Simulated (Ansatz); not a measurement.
A geometry relaxed with r2SCAN-D4/def2-SVP run with Ansatz (a first-principles code), charge 0, multiplicity 1:

```xyz
18

N     -1.0965     3.8942     0.9309
C     -0.6097     1.4162     0.3377
C     -0.8858     2.7793     0.6639
C     -1.6402     0.4976     0.1137
H      0.1764    -2.3272    -0.5577
B     -2.5365    -1.8497    -0.4530
C      2.4428    -0.6222    -0.1407
H     -3.6827    -1.4777    -0.3683
C     -0.0391    -1.2833    -0.3080
C      3.1623     0.5040     0.1321
S      2.1660     1.8950     0.4624
C     -1.3792    -0.8601    -0.2112
H     -2.2945    -3.0013    -0.7281
H      2.8943    -1.5890    -0.3712
C      1.0241    -0.3926    -0.0906
C      0.7262     0.9610     0.2332
H      4.2469     0.6148     0.1625
H     -2.6749     0.8411     0.1924
```

Question: Write the SMILES of this molecule.

Answer: `Bc1cc(C#N)c2sccc2c1`
